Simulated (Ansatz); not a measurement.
Problem. Name a neutral molecule of F, In, Se and H with HOMO–LUMO gap (PBE0/def2-TZVPP) between 5.70 and 6.00 eV and zero-point energy (PBE0-D4/def2-TZVP) between 27 and 43 kJ/mol (Ansatz, PBE0-D4/def2-TZVP geometry).

Solution. `[F][InH][SeH]` (5.94 eV, 41.5 kJ/mol). Other molecules can fit too; these were computed, each in one conformer that needn't be the lowest.
